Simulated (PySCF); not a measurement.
Mean polarisability (bohr³) of eight silicon and germanium compounds: PBE beside ωB97X, computed with PySCF for isolated molecules in the bases named; differences from unrounded values. The eight are the first of their class met in an unordered collection, after screening for sound electronic states; none was chosen by its value. Each molecule has one DFT geometry for both levels.

```tsv
molecule	basis	ωB97X
CH6ClFSi2, SMILES F[Si@H](Cl)C[SiH3]	def2-TZVP	71.9
Si(Me)(SH)3 (CH₆S₃Si), SMILES C[Si](S)(S)S	def2-TZVP	92.4
C3H8Si2, SMILES C#C[Si@@H](C)[SiH3]	def2-TZVP	89.3
C2H5NO2Si, SMILES O=C/N=C/O[SiH3]	def2-TZVP	62.9
C3H10OSi2, SMILES C=C[SiH2]CO[SiH3]	def2-TZVP	91.8
C2H4O3Si, SMILES C#C[Si](O)(O)O	def2-TZVP	52.6
C2H8N2OSi, SMILES [Si@H](O)(N)/N=C\C	def2-TZVP	66.6
C2H6OSi2, SMILES O[SiH2][SiH2]C#C	def2-TZVP	77.7
```

### Question
Estimate the PBE values and say how PBE differs from ωB97X over the set. (Estimate from the structure and the level; the computed values follow.)

### Answer

```
molecule                                     PBE  difference
------------------------------------------  ----  ----------
CH6ClFSi2, SMILES F[Si@H](Cl)C[SiH3]        75.8         3.9
Si(Me)(SH)3 (CH₆S₃Si), SMILES C[Si](S)(S)S  97.5         5.1
C3H8Si2, SMILES C#C[Si@@H](C)[SiH3]         94.3         5.0
C2H5NO2Si, SMILES O=C/N=C/O[SiH3]           67.3         4.5
C3H10OSi2, SMILES C=C[SiH2]CO[SiH3]         97.0         5.2
C2H4O3Si, SMILES C#C[Si](O)(O)O             56.3         3.7
C2H8N2OSi, SMILES [Si@H](O)(N)/N=C\C        71.9         5.3
C2H6OSi2, SMILES O[SiH2][SiH2]C#C           82.3         4.6
```
PBE lies below ωB97X in 0 and above it in 8 of the eight; the mean signed difference is 4.7 and the largest 5.3 bohr³.
